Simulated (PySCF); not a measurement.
**Vertical excitation energies**

C2H7GaS.
Structure used (PBE0-D3(BJ)/def2-SVP), in Å, numbered top down from 1:
```
atom  x, y, z in Å
C1    -2.4744   -0.1262    0.2921
S2    -0.9185   -0.8095    0.9536
Ga3    0.6292    0.2857   -0.1626
C4     2.4971   -0.1128    0.2767
H5    -3.1069   -0.9558   -0.0525
H6    -3.0025    0.4157    1.0887
H7    -2.2934    0.5583   -0.5481
H8     0.0812    1.3081   -1.2226
H9     2.6277   -1.1836    0.4922
H10    2.7891    0.4472    1.1797
H11    3.1770    0.1754   -0.5379
```

The calculation used TDDFT wB97X-D/def2-SVPD, vertical, gas phase, core orbitals frozen in the response in PySCF 2.14.0, density-fitted response routines. The wB97X-D/def2-SVPD calculation is non-relativistic and has no spin–orbit coupling, an omission that weighs most on gallium.

| state | E (eV) | λ (nm) | ν̃ (cm⁻¹) | f | \|μ\| (D) | main configurations (H = HOMO, L = LUMO) |
| --- | --- | --- | --- | --- | --- | --- |
| S1 | 5.29 | 234.2 | 42700 | 0.078 | 1.97 | H→L (94%) |
| S2 | 5.58 | 222.1 | 45030 | 0.0014 | 0.25 | H-1→L (97%) |
| S3 | 5.92 | 209.4 | 47760 | 0.0010 | 0.21 | H-2→L (96%) |
| S4 | 6.13 | 202.2 | 49460 | 0.021 | 0.95 | H→L+2 (74%), H→L+1 (8%) |
| S5 | 6.34 | 195.6 | 51120 | 0.051 | 1.45 | H→L+1 (48%), H→L+3 (24%), H→L+4 (14%) |
| S6 | 7.17 | 173.0 | 57800 | 0.0088 | 0.57 | H→L+3 (58%), H→L+1 (21%) |
| S7 | 7.26 | 170.8 | 58530 | 0.107 | 1.97 | H-1→L+1 (56%), H-1→L+3 (22%), H-1→L+4 (8%) |
| S8 | 7.31 | 169.7 | 58940 | 0.119 | 2.07 | H-1→L+2 (75%), H-1→L+1 (9%) |
| S9 | 7.48 | 165.8 | 60320 | 0.0015 | 0.23 | H→L+4 (62%), H→L+1 (12%), H→L+2 (12%) |
| S10 | 7.77 | 159.6 | 62660 | 0.086 | 1.71 | H-2→L+1 (77%) |

Triplets, Tamm–Dancoff:

```json
{"state": "T1", "E (eV)": "4.57", "λ (nm)": "271.1", "main configurations (H = HOMO, L = LUMO)": "H→L (96%)"}
{"state": "T2", "E (eV)": "5.30", "λ (nm)": "233.8", "main configurations (H = HOMO, L = LUMO)": "H-1→L (94%)"}
{"state": "T3", "E (eV)": "5.62", "λ (nm)": "220.6", "main configurations (H = HOMO, L = LUMO)": "H-2→L (96%)"}
{"state": "T4", "E (eV)": "5.79", "λ (nm)": "214.3", "main configurations (H = HOMO, L = LUMO)": "H→L+2 (62%), H→L+4 (19%)"}
```

The lowest singlet comes at 234 nm (511 kJ/mol) in the ultraviolet; it is of moderate strength; its leading configuration is HOMO→LUMO (94%). The strongest level in the table is S8 at 7.31 eV (170 nm, f = 0.119). Löwdin shares by element: HOMO sulfur 72%, carbon 11% or more, gallium 10%; LUMO gallium 55%, sulfur 19%, hydrogen 11% or more, carbon 10% or more. Of the 10 states listed, 6 reach f = 0.01 and none stays under 0.0005. The listed states span 2.47 eV, and the widest gap between neighbours is 0.83 eV (S5 to S6). Weighted by f, the mean energy of these states is 6.88 eV. The vertical ionisation energy (ΔSCF) is 9.07 eV, 1.30 eV above S10. Singlets were solved by full linear response, triplets in the Tamm–Dancoff approximation.

Hardware: one thread of an Arm Neoverse V1, on a shared host. Cost: 59 s wall.

One conformer stands for the species.
